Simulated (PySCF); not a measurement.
F₃Ga, SMILES [F][Ga-]([F])[F], charge -1, multiplicity 2.

The structure is a stationary point at PBE0-D3(BJ)/def2-SVPD.

All values below come from PySCF with PBE/def2-TZVPD.

The molecule is in vacuum. A positive occupied level means that this level leaves the electron formally unbound; only the finite basis holds it.

The total energy is -2224.14199 hartree and the point group is C3v. The α spin, highest occupied and lowest empty level is 0.15 and 3.96 eV and the β spin, highest occupied and lowest empty level is -3.06 and 1.34 eV. The dipole moment about the centre of nuclear charge is 1.30 D and the mean static polarisability is 54.7 bohr³ (8.11 Å³). The polarisability, principal values comes out as 52.9, 55.6, 55.6 bohr³. The ⟨S²⟩ is 0.751 (pure state 0.75).
